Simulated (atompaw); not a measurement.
# Pt PAW (atompaw): all-electron and pseudo phase curves

atompaw 4.2.0.5 input, output lines left out:

```
Pt 78
GGA-PBESOL scalarrelativistic loggrid 2001 logderivrange -6 5 276
6 6 5 4 0 0
6 0 1
6 1 0
5 2 9
0 0 0
c
c
c
c
c
v
c
c
c
v
v
c
c
v
c
2
2.40 1.90 1.70 2.15
y
0.6
n
n
y
0.45
n
custom rrkj vanderbiltortho besselshape
bessel
2.40
2.40
1.95
1.65
2.00
2.00
```

The phase is arctan(r·u′/u) with u = r·R(r), unwrapped; energies in Ry, scanned from -6 to 5 Ry. A pole is an energy at which the radial function vanishes at the test radius. The pseudo phase is shifted by a multiple of π to meet the all-electron one at the reference energy, and phase errors are pseudo minus all-electron; the curves can meet again beyond the range given. Levels narrower than the energy grid can be missing from the lists of poles.

```json
{"channel": "s", "radius (bohr)": "2.40", "reference energy (Ry)": "-0.42", "poles, all-electron": "2.51", "poles, pseudo": "2.44, 2.92", "unbroken range about the reference energy with phases within 0.05 rad": "below 2.7", "phase error 1 Ry above the reference energy (rad)": "-0.000"}
{"channel": "p", "radius (bohr)": "2.40", "reference energy (Ry)": "-0.06", "poles, all-electron": "-4.04, 4.52", "poles, pseudo": "-4.04, 4.67", "unbroken range about the reference energy with phases within 0.05 rad": "the whole range", "phase error 1 Ry above the reference energy (rad)": "+0.003"}
{"channel": "d", "radius (bohr)": "2.40", "reference energy (Ry)": "-0.45", "poles, all-electron": "0.12", "poles, pseudo": "0.12", "unbroken range about the reference energy with phases within 0.05 rad": "the whole range", "phase error 1 Ry above the reference energy (rad)": "+0.000"}
```

Phases in the d channel:

```csv
E (Ry),all-electron,pseudo
-6.00,1.399,1.399
-5.76,1.395,1.396
-5.52,1.392,1.392
-5.28,1.387,1.387
-5.04,1.383,1.383
-4.80,1.378,1.378
-4.56,1.372,1.372
-4.32,1.366,1.366
-4.08,1.360,1.360
-3.84,1.352,1.352
-3.60,1.344,1.344
-3.36,1.335,1.335
-3.12,1.324,1.324
-2.88,1.312,1.312
-2.64,1.297,1.297
-2.40,1.279,1.279
-2.16,1.256,1.256
-1.92,1.226,1.226
-1.68,1.185,1.185
-1.44,1.121,1.121
-1.20,1.011,1.011
-0.96,0.770,0.770
-0.72,0.074,0.074
-0.48,-0.955,-0.955
-0.24,-1.360,-1.360
0.00,-1.522,-1.522
0.24,-1.611,-1.611
0.48,-1.670,-1.670
0.72,-1.716,-1.716
0.96,-1.757,-1.757
1.20,-1.796,-1.796
1.44,-1.836,-1.836
1.68,-1.881,-1.881
1.92,-1.933,-1.933
2.16,-1.999,-1.999
2.40,-2.085,-2.085
2.64,-2.206,-2.205
2.88,-2.384,-2.382
3.12,-2.657,-2.653
3.36,-3.048,-3.042
3.60,-3.487,-3.480
3.84,-3.841,-3.834
4.08,-4.078,-4.073
4.32,-4.232,-4.228
4.56,-4.337,-4.334
4.80,-4.412,-4.409
```
